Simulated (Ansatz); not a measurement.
SnO2⁻ (the lowest doublet isomer of a short search), 3 atoms. Hardware: 4 threads of Intel Xeon Platinum 8375C on a shared host.

In the def2 sets Sn takes a core potential; there is no spin–orbit coupling. Correlated methods freeze 6 core orbitals; core or outer-core shells of Sn are correlated, in sets that lack core-valence functions.

(1) How many basis functions does each of these Ansatz runs have, and roughly what does it cost? r2SCAN-D4/def2-TZVPD, charge -1 doublet, frequencies; r2SCAN-D4/def2-TZVPD, charge -1 quartet, energy, from earlier orbitals; MP2/def2-TZVPD, charge -1 doublet, energy, from earlier orbitals; PBE0-D4/def2-TZVPD, charge -1 doublet, energy and forces, from earlier orbitals; PBE-D4/def2-TZVPD, charge 0 triplet at the geometry of the charge -1 doublet, energy, from earlier orbitals; LC-ωPBE (ω = 0.15 bohr⁻¹)/def2-TZVPD, charge -1 quartet, energy, from earlier orbitals; RPA@PBE/def2-TZVPD, charge -1 doublet, energy, from earlier orbitals; CCSD(T)/def2-TZVPPD, charge -1 doublet, energy, from earlier orbitals; LC-ωPBE (ω = 0.20 bohr⁻¹)/def2-TZVPD, charge -1 doublet, energy, from earlier orbitals; PBE0-D4/def2-SVP, charge -1 doublet, energy with a search over starts; LDA (SPW92)/def2-TZVPD, charge -1 doublet, energy, from earlier orbitals; LC-ωPBE (ω = 0.30 bohr⁻¹)/def2-TZVPD, charge -1 doublet, energy, from earlier orbitals.

Results:

(1) Other jobs shared the machine, so times can vary by a factor of up to 3. A dash marks memory too small to be measured apart from the calling script's.

```csv
run,functions,fitting or Cholesky vectors,wall time,peak host memory (GiB)
"LDA (SPW92)/def2-TZVPD, charge -1 doublet, energy, from earlier orbitals",136,772,0.55 s,–
"PBE0-D4/def2-SVP, charge -1 doublet, energy with a search over starts",54,594,1.1 s,–
"LC-ωPBE (ω = 0.20 bohr⁻¹)/def2-TZVPD, charge -1 doublet, energy, from earlier orbitals",136,772,1.3 s,–
"LC-ωPBE (ω = 0.30 bohr⁻¹)/def2-TZVPD, charge -1 doublet, energy, from earlier orbitals",136,772,1.5 s,–
"PBE0-D4/def2-TZVPD, charge -1 doublet, energy and forces, from earlier orbitals",136,856,1.6 s,–
"RPA@PBE/def2-TZVPD, charge -1 doublet, energy, from earlier orbitals",136,1003,1.6 s,–
"PBE-D4/def2-TZVPD, charge 0 triplet at the geometry of the charge -1 doublet, energy, from earlier orbitals",136,772,1.8 s,–
"LC-ωPBE (ω = 0.15 bohr⁻¹)/def2-TZVPD, charge -1 quartet, energy, from earlier orbitals",136,772,2.7 s,–
"MP2/def2-TZVPD, charge -1 doublet, energy, from earlier orbitals",136,1003,3 s,–
"r2SCAN-D4/def2-TZVPD, charge -1 quartet, energy, from earlier orbitals",136,772,3.5 s,–
"r2SCAN-D4/def2-TZVPD, charge -1 doublet, frequencies",136,772,7.5 s,–
"CCSD(T)/def2-TZVPPD, charge -1 doublet, energy, from earlier orbitals",136,1003,17 s,1.4
```
